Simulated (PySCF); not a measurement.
Computed shifts of a molecule CH7NOSi, PySCF with KT2/pcSseg-1, GIAO, gas phase, atoms alike by connectivity averaged where their shifts nearly agree, in ppm (number of nuclei): ²⁹Si: -6.2 (1). ¹³C: 3.8 (1). ¹⁵N: 38.5 (1). ¹H: 5.62 (1), 1.35 (1), 1.20 (1), 1.02 (1), 0.58 (3). References: ²⁹Si against TMS (σ = 361.9 ppm); ¹³C against TMS (σ = 185.1 ppm); ¹⁵N against NH3 (σ = 266.2 ppm); ¹⁷O against H2O (σ = 330.4 ppm); ¹H against TMS (σ = 31.47 ppm), references at their B3LYP-D3(BJ)/def2-TZVP geometries, non-relativistic. The structure is a stationary point at PBE-D3(BJ)/def2-SVP. Other conformers were not sampled.

Q: Which molecule gave these data?
(A) C[SiH](N)O
(B) CO[SiH2]N
(C) CN[SiH2]O
(D) NC[SiH2]O

A: A, C[SiH](N)O
